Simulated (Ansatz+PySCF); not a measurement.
Results of a calculation; reference values are marked as such.
## PySCF 2.14.0 run

```python
from pyscf import gto, scf

mol = gto.M(atom="""
Ag 0.048120 -0.007580 -0.045030
H -0.032870 0.037660 1.588700
""", basis='def2-svp', ecp={'Ag': 'def2-svp'}, charge=0, spin=0)
mf = scf.RHF(mol)
mf.init_guess = 'minao'
mf.kernel()
while True:  # follow internal instabilities
    mo, _, stable, _ = mf.stability(return_status=True)
    if stable: break
    mf.kernel(mf.make_rdm1(mo, mf.mo_occ))
print(mf.converged, mf.e_tot, mf.spin_square()[0])
print(-mf.nuc_grad_method().kernel() * 51.422067)  # forces in eV/Å
```

The script is written out from the run's settings. The basis set brings a core potential for Ag, so the total leaves out those core electrons.

The run gave:

- Converged: yes
- Total energy: -146.62489 hartree
- Spin squared of the determinant: 0.000

Forces (eV/Å):
| atom | Fx | Fy | Fz |
| --- | --- | --- | --- |
| Ag1 | 0.034 | -0.019 | -0.695 |
| H2 | -0.034 | 0.019 | 0.695 |
